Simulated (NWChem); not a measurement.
System: C3H4F2; SMILES CC=C(F)F

Output (shortened):

```
             Northwest Computational Chemistry Package (NWChem) 7.3.0
             --------------------------------------------------------

                             Geometry "geometry" -> ""
                             -------------------------

 Output coordinates in angstroms (scale by  1.889725989 to convert to a.u.)

  No.       Tag          Charge          X              Y              Z
 ---- ---------------- ---------- -------------- -------------- --------------
    1 C                    6.0000     0.01613100     2.00340600     0.00000000
    2 C                    6.0000    -0.68329200     0.67501000     0.00000000
    3 C                    6.0000    -0.05725400    -0.49287600     0.00000000
    4 F                    9.0000     1.26372200    -0.65516800     0.00000000
    5 F                    9.0000    -0.65980800    -1.67776900     0.00000000
    6 H                    1.0000    -0.25946000     2.59485600    -0.88241900
    7 H                    1.0000     1.10250900     1.88159600     0.00000000
    8 H                    1.0000    -0.25946000     2.59485600     0.88241900
    9 H                    1.0000    -1.76778800     0.64031500     0.00000000

 Effective nuclear repulsion energy (a.u.)     173.7317247001

                                 NWChem DFT Module
                                 -----------------

 Summary of "ao basis" -> "ao basis" (spherical)
 ------------------------------------------------------------------------------
       Tag                 Description            Shells   Functions and Types
 ---------------- ------------------------------  ------  ---------------------
 C                           6-31g*                  6       14   3s2p1d
 F                           6-31g*                  6       14   3s2p1d
 H                           6-31g*                  2        2   2s

 in cosmo_initialize ...
 calling solv_data for solv:toluene

 solvent parameters
 solvname_short: toluene
 solvname_long:  toluene
 dielec:        2.3741
 dielecinf:     2.2383
 nonaqueous SMD model solvent descriptors
 dielec:        2.3741
 sola:          0.0000
 solb:          0.1400
 solc:          0.8570
 solg:         40.2000
 solh:          0.0000
 soln:          1.4961

          ---------------
          -cosmo- solvent
          ---------------
 Cosmo: York-Karplus, doi: 10.1021/jp992097l
 dielectric constant -eps-     =   2.37
 screen = (eps-1)/(eps    )    =   0.57879
 surface charge correction     = lagrangian

   van der Waals surface
 --------------------------

 ---------- ATOMIC COORDINATES (A.U.) ------------ VDWR(ANG.) --
     1    0.03048317    3.78588838    0.00000000     1.850
     2   -1.29123465    1.27558394    0.00000000     1.850
     3   -0.10819437   -0.93140059    0.00000000     1.850
     4    2.38808831   -1.23808800    0.00000000     1.730
     5   -1.24685633   -3.17052368    0.00000000     1.730
     6   -0.49030830    4.90356682   -1.66753012     1.200
     7    2.08343991    3.55570086    0.00000000     1.200
     8   -0.49030830    4.90356682    1.66753012     1.200
     9   -3.34063493    1.21001990    0.00000000     1.200
 number of segments per atom =        128
 number of   points per atom =        128
 atom (   nspa,  nppa )
 ----------------------
    1 (     56,     0 )       0
    2 (     44,     0 )       0
    3 (     32,     0 )       0
    4 (     86,     0 )       0
    5 (     82,     0 )       0
    6 (     55,     0 )       0
    7 (     48,     0 )       0
    8 (     55,     0 )       0
    9 (     54,     0 )       0
 number of -cosmo- surface points =      512
 molecular surface =    103.760 angstrom**2
 molecular volume  =     82.026 angstrom**3
 -lineq- algorithm             =   0
 -bem- low  level              =   3
 -bem- from -octahedral-
 gaussian surface charge width =   4.50000
 degree of switching           =   1.00000
 switching function tolerance  =   0.00010
 atomic radii =
 --------------
    1  6.000  1.850
    2  6.000  1.850
    3  6.000  1.850
    4  9.000  1.730
    5  9.000  1.730
    6  1.000  1.200
    7  1.000  1.200
    8  1.000  1.200
    9  1.000  1.200
 ...... end of -cosmo- initialization ......

 nat:                     9
 ixmem:                  4523
 calling mnsol_interface()
 G(SMD-CDS) energy (kcal/mol)  =    -0.138
 SMD-CDS SASA (angstrom**2)    =   126.415

[...]

                                COSMO-SMD solvation results
                                ---------------------------

             internal energy in gas <Psi(g)|H|Psi(g)> =      -316.373137717828
         internal energy in solvent <Psi(s)|H|Psi(s)> =      -316.373037465501
                               delta internal energy  =         0.000100252327 (    0.06 kcal/mol)
   total free energy in solvent <Psi(s)|H+V/2|Psi(s)> =      -316.374694130108
 polarization energy contribution <Psi(s)|V/2|Psi(s)> =        -0.001656664607 (   -1.04 kcal/mol)
    total free energy in solvent including G(SMD-CDS) =      -316.374914338114
                       G(SMD-CDS) energy contribution =        -0.000220208007 (   -0.14 kcal/mol)
     1 M fixed-concentration free energy of solvation =        -0.001776620286 (   -1.11 kcal/mol)

                       DFT Final Molecular Orbital Analysis
                       ------------------------------------

 Vector   18  Occ=2.000000D+00  E=-3.939915D-01
              MO Center= -3.0D-01,  5.1D-01,  6.5D-10, r^2= 3.6D+00
   Bfn.  Coefficient  Atom+Function         Bfn.  Coefficient  Atom+Function
  ----- ------------  ---------------      ----- ------------  ---------------
     4      0.348035  1 C  py                59      0.301255  5 F  px
    18     -0.281934  2 C  py                60     -0.230628  5 F  py
    63      0.203651  5 F  px                 8      0.176033  1 C  py
    46      0.156136  4 F  py                64     -0.154986  5 F  py
    17     -0.153326  2 C  px                71      0.111377  6 H  s

 Vector   19  Occ=2.000000D+00  E=-3.752567D-01
              MO Center= -5.7D-02,  1.5D+00, -1.3D-09, r^2= 2.3D+00
   Bfn.  Coefficient  Atom+Function         Bfn.  Coefficient  Atom+Function
  ----- ------------  ---------------      ----- ------------  ---------------
     3      0.377735  1 C  px                17     -0.264046  2 C  px
    73      0.255826  7 H  s                 74      0.230065  7 H  s
    77      0.191519  9 H  s                  7      0.178405  1 C  px
    78      0.178348  9 H  s                 21     -0.099068  2 C  px
    32     -0.099248  3 C  py                71     -0.090776  6 H  s

 Vector   20  Occ=2.000000D+00  E=-2.440850D-01
              MO Center= -3.1D-01,  2.0D-01,  8.3D-10, r^2= 2.2D+00
   Bfn.  Coefficient  Atom+Function         Bfn.  Coefficient  Atom+Function
  ----- ------------  ---------------      ----- ------------  ---------------
    19      0.401098  2 C  pz                33      0.374421  3 C  pz
    23      0.327977  2 C  pz                61     -0.225642  5 F  pz
    47     -0.219732  4 F  pz                65     -0.176003  5 F  pz
    37      0.173588  3 C  pz                51     -0.172490  4 F  pz
    72      0.118606  6 H  s                 76     -0.118606  8 H  s

 Vector   21  Occ=0.000000D+00  E= 3.802969D-02
              MO Center= -3.0D-01,  1.3D-01, -1.3D-09, r^2= 2.2D+00
   Bfn.  Coefficient  Atom+Function         Bfn.  Coefficient  Atom+Function
  ----- ------------  ---------------      ----- ------------  ---------------
    23      0.557166  2 C  pz                33     -0.548713  3 C  pz
    37     -0.530494  3 C  pz                19      0.407212  2 C  pz
    72      0.246381  6 H  s                 76     -0.246381  8 H  s
    47      0.185524  4 F  pz                61      0.186076  5 F  pz
    65      0.174643  5 F  pz                51      0.173553  4 F  pz

 Vector   22  Occ=0.000000D+00  E= 1.073474D-01
              MO Center= -4.8D-01,  1.4D+00,  3.2D-09, r^2= 4.6D+00
   Bfn.  Coefficient  Atom+Function         Bfn.  Coefficient  Atom+Function
  ----- ------------  ---------------      ----- ------------  ---------------
     6      1.921447  1 C  s                 78     -1.034751  9 H  s
    72     -0.875754  6 H  s                 76     -0.875754  8 H  s
    21     -0.592056  2 C  px                74     -0.557391  7 H  s
    20      0.387835  2 C  s                 22     -0.363349  2 C  py
    34     -0.316053  3 C  s                 31     -0.255878  3 C  px

 Vector   23  Occ=0.000000D+00  E= 1.418322D-01
              MO Center= -8.2D-03,  1.0D+00, -6.5D-10, r^2= 4.7D+00
   Bfn.  Coefficient  Atom+Function         Bfn.  Coefficient  Atom+Function
  ----- ------------  ---------------      ----- ------------  ---------------
    74      1.413974  7 H  s                  6     -1.255896  1 C  s
    78     -1.119583  9 H  s                 34      0.742160  3 C  s
    21     -0.598872  2 C  px                 7     -0.570903  1 C  px
    20      0.530180  2 C  s                 62     -0.274047  5 F  s
    72      0.256474  6 H  s                 76      0.256474  8 H  s

     Multipole analysis of the density
     ---------------------------------

     L   x y z        total         alpha         beta         nuclear
     -   - - -        -----         -----         ----         -------
     0   0 0 0     -0.000000    -20.000000    -20.000000     40.000000

     1   1 0 0     -0.232403     -0.026002     -0.026002     -0.180399
     1   0 1 0      0.588069      0.456145      0.456145     -0.324220
     1   0 0 1     -0.000000     -0.000000     -0.000000      0.000000

     2   2 0 0    -20.451274    -55.915362    -55.915362     91.379449
     2   1 1 0     -0.373439      0.342954      0.342954     -1.059348
     2   1 0 1      0.000000      0.000000      0.000000      0.000000
     2   0 2 0    -20.422960   -143.925613   -143.925613    267.428266
     2   0 1 1     -0.000000     -0.000000     -0.000000      0.000000
     2   0 0 2    -20.799095    -13.180204    -13.180204      5.561313
```

Level: B3LYP/6-31G* (spherical d), SMD on the gas-phase geometry. Structure relaxed at the B3LYP/6-31G* (spherical d) level. B3LYP is NWChem's, with the RPA form of VWN correlation. Solvent: toluene.

Q: Reconstruct the input file.

A: Several could match; the one computed here: the input that was run:
```
start job
memory heap 200 mb stack 900 mb global 1100 mb
geometry units angstroms noautosym nocenter noautoz
  C      0.016131     2.003406     0.000000
  C     -0.683292     0.675010     0.000000
  C     -0.057254    -0.492876     0.000000
  F      1.263722    -0.655168     0.000000
  F     -0.659808    -1.677769     0.000000
  H     -0.259460     2.594856    -0.882419
  H      1.102509     1.881596     0.000000
  H     -0.259460     2.594856     0.882419
  H     -1.767788     0.640315     0.000000
end
basis spherical
  * library 6-31g*
end
dft
  xc b3lyp
  iterations 150
end
cosmo
  do_cosmo_smd true
  solvent toluene
end
task dft energy
```
